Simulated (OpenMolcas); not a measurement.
Mo3+ in a ligand field

Mo3+ with 6 ligands (oxide) in octahedral coordination (Oh) at 2.07 Å. A charge of +1.5 e stands 2.4 Å behind each ligand. Ligand basis ANO-RCC-VDZP.

| Item | Value |
| --- | --- |
| Program | OpenMolcas 26.06 |
| Method | CASSCF |
| Basis | ANO-RCC-VTZP [7s6p4d2f1g] |
| Scalar Hamiltonian | DKH2, point nucleus |
| Active space | 3 electrons in 5 orbitals (4d) |
| State averaging | 2S+1 = 4 even, 10 roots; 2S+1 = 2 even, 40 roots |
| Spin-orbit coupling | RASSI with atomic mean-field integrals over the reference wave functions |

The lowest spin-free states (labels of O, the rotations of Oh), above the lowest:

```json
{"State": "4A2", "Degeneracy": "1", "E (cm-1)": "0.0"}
{"State": "4T2", "Degeneracy": "3", "E (cm-1)": "10803"}
{"State": "2E", "Degeneracy": "2", "E (cm-1)": "14690"}
{"State": "2T1", "Degeneracy": "3", "E (cm-1)": "15173"}
{"State": "4T1", "Degeneracy": "3", "E (cm-1)": "16194"}
{"State": "2T2", "Degeneracy": "3", "E (cm-1)": "19865"}
{"State": "2A1", "Degeneracy": "1", "E (cm-1)": "22167"}
{"State": "2T2", "Degeneracy": "3", "E (cm-1)": "22175"}
{"State": "2T1", "Degeneracy": "3", "E (cm-1)": "23289"}
{"State": "2E", "Degeneracy": "2", "E (cm-1)": "25844"}
{"State": "2T1", "Degeneracy": "3", "E (cm-1)": "25981"}
{"State": "4T1", "Degeneracy": "3", "E (cm-1)": "28672"}
{"State": "2T2", "Degeneracy": "3", "E (cm-1)": "31810"}
{"State": "2A2", "Degeneracy": "1", "E (cm-1)": "32686"}
{"State": "2T1", "Degeneracy": "3", "E (cm-1)": "35567"}
{"State": "2T2", "Degeneracy": "3", "E (cm-1)": "36030"}
{"State": "2T1", "Degeneracy": "3", "E (cm-1)": "40577"}
{"State": "2E", "Degeneracy": "2", "E (cm-1)": "42512"}
{"State": "2T2", "Degeneracy": "3", "E (cm-1)": "49625"}
{"State": "2E", "Degeneracy": "2", "E (cm-1)": "56934"}
```

The lowest levels with spin-orbit coupling:

| E (cm-1) | Degeneracy | Label | 2S+1 | g |
| --- | --- | --- | --- | --- |
| 0.0 | 4 | Γ8 | 4 |  |
| 10565 | 2 | Γ7 | 4 | 2.81 2.81 2.81 |
| 10677 | 4 | Γ8 | 4 |  |
| 10869 | 4 | Γ8 | 4 |  |
| 11025 | 2 | Γ6 | 4 | 2.43 2.43 2.43 |
| 14664 | 4 | Γ8 | 2 |  |
| 14907 | 4 | Γ8 | 2 (86 %) |  |
| 15288 | 2 | Γ6 | 2 (87 %) | 0.76 0.76 0.76 |
| 16055 | 2 | Γ7 | 4 | 1.62 1.62 1.62 |
| 16240 | 4 | Γ8 | 4 |  |
| 16474 | 2 | Γ6 | 4 (87 %) | 3.07 3.07 3.07 |
| 16697 | 4 | Γ8 | 4 (82 %) |  |
| 20025 | 2 | Γ7 | 2 | 0.47 0.47 0.47 |
| 20036 | 4 | Γ8 | 2 |  |
| 22236 | 2 | Γ6 | 2 | 2.61 2.61 2.62 |
| 22245 | 4 | Γ8 | 2 |  |
| 22552 | 2 | Γ7 | 2 | 2.54 2.54 2.54 |
| 22973 | 2 | Γ6 | 2 | 0.41 0.41 0.41 |
| 23705 | 4 | Γ8 | 2 |  |
| 25603 | 4 | Γ8 | 2 |  |

Powder χT (cm3 K/mol): 1.64 at 2 K, 1.64 at 10 K, 1.65 at 50 K, 1.65 at 100 K, 1.66 at 200 K, 1.68 at 300 K. The effective moment at 300 K is 2.828 √(χT) = 3.66 μB.

The lowest level has 2S+1 = 4, for which the spin-only value is χT = S(S+1) / 2 = 1.875 cm3 K/mol (g = 2). The computed 1.675 at 300 K differs by -0.200, through orbital momentum, spin-orbit coupling and any other state in reach.

Metal share of the active 4d orbitals (Löwdin): 72, 72, 93, 93, 93 %; Mulliken charge of the metal 0.93.

Without dynamic correlation the repulsion within the d shell is too large (B by tens of per cent), so at a given field states of lower spin stand too high. The least metal-like active orbital is 72 % on the metal (Löwdin) and no ligand orbital is active, so the numbers are rough. The oxide ions are held by bare point charges, a crude embedding. With metal d orbitals alone the field can be off either way by tens of per cent. Ligand-to-metal charge-transfer states are missing. With no ligand orbital active B as a rule stays too high, so bands that hang on it stand too high and its fall with covalency is understated. No measured value stands beside these numbers; the geometry is a model, was not optimised and need not be the one that this ion takes.

The RASSCF and RASSI steps took 20 s on 1 thread of AMD EPYC 9R45 96-Core Processor (Zen 5), with other jobs on the host; the integral step is not counted.
